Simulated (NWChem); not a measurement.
A series in which one site is exchanged, each optimised at PBE0/def2-SVP with NWChem, gas phase unless a solvent is named. For some, no frequency run checked for a minimum. def2 effective core potentials on In; no spin-orbit coupling.

A: [CH3][InH][Cl] (CH$_{4}$ClIn; site = H)
B: [Cl][In]([Cl])[CH3] (CH3Cl2In; site = Cl)
C: [Cl][In]([CH3])[Br] (CH$_{3}$BrClIn; site = Br)
D: [CH3][In]([F])[Cl] (CH₃ClFIn; site = F)

Question: Rank them by vertical ionisation energy, ΔSCF, PBE0/def2-SVP (eV), lowest first.

Answer: A (9.86), C (10.16), B (10.70), D (10.77)
